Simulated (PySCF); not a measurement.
Excitation energy of N²⁺ by level of theory

N²⁺ [He] 2s2 2p1 (2P) → N²⁺ [He] 2s2 3d1 (2D), as a difference of total energies. Calculation: PySCF 2.14, in aug-cc-pwCVTZ (7s6p4d2f, 59 functions); no relativity, point nucleus. Correlated levels: valence and next inner shell: nothing frozen. The calculations carry no spin-orbit coupling.

```tsv
method	excitation energy (eV)
UHF	33.518
MP2 (valence and next inner shell)	32.923
SCS-MP2 (valence and next inner shell)	32.794
CCSD (valence and next inner shell)	33.380
CCSD(T) (valence and next inner shell)	33.367
```

How much does correlation contribute at CCSD(T) (valence and next inner shell)?

33.367 − (33.518) = -0.151 eV, measured against UHF.

A first-order spin-orbit estimate (lowest level to lowest level, LS coupling) adds 0.014 eV.

The promoted electron is Rydberg-like, and one or two diffuse shells describe it only roughly, which tends to raise the upper state.

The coupled-cluster amplitudes are large for the upper state (T1 above 0.03 or a double amplitude above 0.15), so a single reference is strained.
